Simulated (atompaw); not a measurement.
# Cutoff test, titanium (Ti), PAW (atompaw)

* Element: Ti (Z = 22)
* Generator: atompaw 4.2.0.5
* Type: PAW
* Functional: PBE
* Relativity: non-relativistic
* Frozen core: [Ne]
* Valence charge: 12
* Reference configuration: 3s2 3p6 3d2 4s1 4p0 (charge +1)
* Partial waves: 3s (bound): rc 1.55 bohr; 4s (bound): rc 1.55 bohr; 3p (bound): rc 1.50 bohr; 4p (bound, empty): rc 2.00 bohr; 3d (bound): rc 2.05 bohr; 3d channel at 2.8 Ry: rc 2.05 bohr
* Local potential: bessel scheme, radius 1.95 bohr
* Core correction: smooth core density matched at 1.60 bohr
* Augmentation charge: sinc compensation charge, radius 1.55 bohr; PAW radius 2.05 bohr; waves and projectors: custom polynom vanderbiltortho

The pseudo-atom Hamiltonian at the reference potential is diagonalised in spherical Bessel functions j_l(qr) that vanish at 20 bohr, with q² up to the cutoff. All-electron valence levels (Ry): 3s -5.0766, 4s -0.7550, 3p -3.3850, 4p -0.4853, 3d -0.8460.

Q: How do the lowest levels (Ry) of each channel move with the cutoff, and are there ghosts?

A:

```
cutoff (Ry)     s #1     s #2     s #3     p #1     p #2     d #1     f #1    f #2  Σ f·Δε (mRy)
          8  -4.8281  -0.7143  -0.2156  -0.6161  -0.1930  -0.2828  -0.0651  0.0290       18276.9
         15  -5.0592  -0.7519  -0.2250  -2.9965  -0.4842  -0.7855  -0.0652  0.0290        2489.8
         25  -5.0761  -0.7549  -0.2258  -3.3727  -0.4852  -0.8448  -0.0652  0.0290          77.3
         40  -5.0766  -0.7550  -0.2258  -3.3838  -0.4853  -0.8459  -0.0652  0.0290           7.7
         55  -5.0766  -0.7550  -0.2258  -3.3847  -0.4853  -0.8459  -0.0652  0.0290           1.8
         80  -5.0766  -0.7550  -0.2258  -3.3849  -0.4853  -0.8460  -0.0652  0.0290           0.3
        400  -5.0766  -0.7550  -0.2258  -3.3850  -0.4853  -0.8460  -0.0652  0.0290           0.0
```

Result: no extra level below or beside the all-electron valence levels (s, p, d, f tested); 10 mRy is reached at 35 Ry and 1 mRy at 60 Ry.
